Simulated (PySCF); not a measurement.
# Reading the logs of faulty runs: AlH4NSi

Calculated results; nothing here was measured. They come from PySCF 2.14.0, an open-source quantum chemistry program, on an isolated molecule that a program drew, which may never have been made. The molecule is AlH4NSi (charge 0, singlet), drawn as the SMILES string `[Al][NH][SiH3]`.

Each row is a Hartree-Fock (HF) and frozen-core CCSD(T) single point in the cc-pV(D+d)Z basis, meant for a local HF minimum. Run 1 is clean. Each other run has one planted mistake out of seven kinds, and not every kind appears here: one electron removed, one electron added, multiplicity raised by two, geometry at a saddle point, minimal basis STO-3G, one bond length entered in bohr, all coordinates scaled. The reference is restricted for singlets and unrestricted otherwise, and also for a bond in bohr. Adding or removing an electron swaps singlet and doublet. Electrons count all cores. HOMO and LUMO are orbital energies over both spins, the gradient is its largest component, and the lowest frequency (negative if imaginary) is given only where the gradient is small. Bond lengths are over the 6 bonds as drawn. T1 is the CCSD diagnostic: over 0.02 (restricted) or 0.045 (unrestricted) a single reference is doubtful.

Geometry of the clean run:
```xyz
7
AlH4NSi, angstrom
Al    0.6946    0.1330   -4.8408
N     0.8943    0.6347   -3.1062
Si   -0.2634    1.2161   -1.9578
H     1.8306    0.5718   -2.7280
H    -0.3864    0.3355   -0.7697
H    -1.5780    1.2633   -2.6447
H     0.0557    2.5774   -1.4604
```

| run | electrons | basis functions | <S^2> | HOMO (eV) | LUMO (eV) | gradient (hartree/bohr) | lowest frequency (cm^-1) | mean bond (Å) | longest bond (Å) | T1 | HF (hartree) | CCSD(T) (hartree) | mistake |
|---|---|---|---|---|---|---|---|---|---|---|---|---|---|
| 1 | 38 | 80 | 0.000 | -8.31 | 1.31 | 2.6e-05 | 138 | 1.5020 | 1.817 | 0.0143 | -587.67577 | -588.04907 | no fault |
| 2 | 38 | 80 | 2.003 | -6.29 | -0.05 | 1.0e-02 | - | 1.5020 | 1.817 | 0.0172 | -587.60969 | -587.95422 | multiplicity raised by two |
| 3 | 38 | 80 | 0.891 | -8.73 | 0.76 | 2.0e-02 | - | 1.6520 | 1.912 | 0.0700 | -587.54430 | -587.91248 | ? |
| 4 | 38 | 80 | 0.000 | -8.05 | 1.48 | 9.9e-02 | - | 1.3728 | 1.660 | 0.0123 | -587.61838 | -587.98427 | ? |

**Which mistake was planted in run 3, and what did it cost?**

The mean bond changes by a factor of 1.100 and the longest by 1.052, so the molecule wasn't scaled as a whole. A length L in bohr read as angstrom grows by (1/0.5292 - 1) L = 0.890 L. The 6 bonds together grew by 6 x 0.1500 = 0.900 Å, which gives L = 1.012 Å. That is bond N2-H4, 1.012 Å in the clean geometry. So the mistake is: one bond length entered in bohr. Subtracting run 1 and multiplying by 627.51 kcal/mol a hartree, the energy moved by 82.5 kcal/mol in HF and 85.7 kcal/mol in CCSD(T).

**Which mistake was planted in run 4, and what did it cost?**

The mean and the longest bond both change by the same factor, 0.914, and the gradient is no longer small. So the mistake is: all coordinates scaled. Subtracting run 1 and multiplying by 627.51 kcal/mol a hartree, the energy moved by 36.0 kcal/mol in HF and 40.7 kcal/mol in CCSD(T).

Cautions from the logs. Run 3: T1 is over the limit, so its CCSD(T) energy is less reliable.
